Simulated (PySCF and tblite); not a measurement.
The numbers below are computed, except where a source is named.
# Conformers and averaged properties: C6H6N2Se, numbered as in [N:1]#[C:2][CH:3]([C:4]#[N:5])[Se:6][CH:7]1[CH2:8][CH2:9]1

The ensemble was built from 90 distance-geometry starts (ETKDG and KDG, UFF, GFN2-xTB) and rests on GFN2-xTB geometries. Energies: B3LYP-D3(BJ)/pcSseg-1 (IEF-PCM, acetonitrile), with GFN2-xTB thermal terms (modes under about 100 cm⁻¹ blended into free rotors). Symmetry numbers and mirror images are counted. Conformers within 3 kcal/mol (GFN2-xTB free energy) were kept, 10 at most. GIAO shieldings: B3LYP/pcSseg-1 (IEF-PCM, acetonitrile). Shifts are against TMS (¹H), TMS (¹³C) at the same level; of two unlike H on one atom, a is the less shielded. Programs: PySCF with density fitting and tblite.

Torsions listed: C2–C3–Se6–C7, C3–Se6–C7–C8. Of a mirror pair one member is shown.

```tsv
conformer	shape	symmetry	E(GFN2) kcal/mol	E(DFT) kcal/mol	G(298.15 K) kcal/mol	weight %	dipole D
1	70°, -76°	C1 (pair)	0.00	0.00	0.00	79.8	3.97
2	180°, 143°	C1 (pair)	1.61	1.36	1.21	10.4	6.74
3	-168°, -77°	C1 (pair)	1.62	1.39	1.24	9.8	6.68
```

Weights (%) against temperature:

```
 T (K)     1     2     3  S(mix) cal/mol/K
   180  94.5   2.9   2.6              1.88
   230  88.4   6.0   5.6              2.25
298.15  79.8  10.4   9.8              2.65
   330  76.2  12.2  11.6              2.80
   400  69.2  15.7  15.1              3.03
```

Averaged shifts at 298.15 K. ¹H: 4.27 (H3, 1H), 3.15 (H7, 1H), 1.33 (H8a/H9a, 2H), 1.29 (H8b/H9b, 2H) ppm. ¹³C: 121.5 (C2/C4), 25.8 (C7), 17.6 (C3), 9.3 (C8/C9) ppm.

Coordinates of conformer 1 (Å):

```xyz
15

N     1.456    2.199    1.322
C     1.728    1.142    0.982
C     2.023   -0.198    0.558
C     2.289   -0.264   -0.851
N     2.452   -0.328   -1.980
Se    0.410   -1.379    0.954
C    -0.782   -0.644   -0.382
C    -1.427    0.689   -0.154
C    -2.243   -0.557   -0.057
H     2.846   -0.625    1.142
H    -0.489   -0.923   -1.387
H    -1.204    1.224    0.758
H    -1.551    1.332   -1.012
H    -2.567   -0.871    0.926
H    -2.946   -0.790   -0.842
```

Spin–orbit effects of the heavy atoms on shieldings are missing. Shifts are unscaled: against experiment ¹³C can be off by 15 ppm or more and ¹H by 0.8 ppm.

Search and properties took 110 s on 1 thread of AMD EPYC 7B13 (shared host) (rough), launched as `OMP_NUM_THREADS=1 python ens_run.py task.json out`.
